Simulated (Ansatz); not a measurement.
Several settings on one geometry of GaP2⁻ (the lowest singlet isomer of a short search) (that of the charge -1 singlet, r2SCAN-D4/def2-TZVPD). Ansatz on 4 threads of Intel Xeon on a shared host; times are rough.

```xyz
3

Ga    0.3172   -0.9023    1.1296
P     0.8161    0.7638   -0.5888
P    -1.1334    0.1385   -0.5408
```

Totals from different functionals, basis sets or treatments of relativity can't be compared as stabilities.

A multiply charged anion in the gas phase is held together partly by the finite basis.

The spins typed aren't always the lowest for that charge.

**Question.** Give the basis size and estimate the energy, ⟨S²⟩ and time of these runs.

| run | method | charge | state | further keys |
| --- | --- | --- | --- | --- |
| 1 | RKS ωB97X-V/aug-pcseg-2 | -1 | singlet | – |
| 2 | UKS PBE0-D3(BJ)-ATM/def2-TZVPD | -2 | doublet | scf: {lower_state_search: off} |
| 3 | RKS BLYP/aug-cc-pVTZ | -1 | singlet | scf: {omitted_lower_state_checks: [starts]}; forces asked |

**Answer.** 
| run | functions | energy (Eh) | ⟨S²⟩ | wall time |
| --- | --- | --- | --- | --- |
| 1 | 159 | -2607.3876 | – | 3.8 s |
| 2 | 140 | -2606.9999 | 0.76 | 1.5 s |
| 3 | 159 | -2607.7592 | – | 1.6 s |
